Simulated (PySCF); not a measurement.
Excitations are Tamm–Dancoff values on a coarser integration grid. The basis has no diffuse functions, so Rydberg states are missing or too high.

**H$_{9}$BSi$_{3}$, SMILES `[SiH3]B([SiH3])[SiH3]` (charge 0, multiplicity 1)**

Calculation: PBE0-D4/def2-TZVP in PySCF 2.14.0.

| Quantity | Value |
|---|---|
| HOMO | -7.99 eV |
| dipole moment | 0.10 D |
| HOMO–LUMO gap | 4.84 eV |
| LUMO | -3.15 eV |
| S1 excitation (TDA) | 3.27 eV |
| S1 oscillator strength | 0.000 |
| brightest of the four lowest singlets (TDA) | 5.70 eV |
| T1 excitation (TDA) | 2.46 eV |
| S1–T1 gap (TDA) | 0.81 eV |
| total energy | -898.3079 Ha |
| cost | around 2.7 core-minutes (rough) |

Bond lengths (Å): Si1–B2 1.999, Si1–H5 1.489, Si1–H6 1.489, Si1–H7 1.496, B2–Si3 1.999, B2–Si4 1.999, Si3–H8 1.488, Si3–H9 1.496, Si3–H10 1.489, Si4–H11 1.488, Si4–H12 1.496, Si4–H13 1.490. Bond angles (°): B2–Si1–H5 114.6, B2–Si1–H6 114.4, B2–Si1–H7 102.7, H5–Si1–H6 108.8, H5–Si1–H7 107.9, H6–Si1–H7 107.9, Si1–B2–Si3 118.9, Si1–B2–Si4 118.8, Si3–B2–Si4 122.2, B2–Si3–H8 114.9, B2–Si3–H9 103.5, B2–Si3–H10 113.6, H8–Si3–H9 108.1, H8–Si3–H10 108.7, H9–Si3–H10 107.7, B2–Si4–H11 115.1, B2–Si4–H12 103.6, B2–Si4–H13 113.2, H11–Si4–H12 108.1, H11–Si4–H13 108.7, H12–Si4–H13 107.7.
Charge 0, spin multiplicity 1.
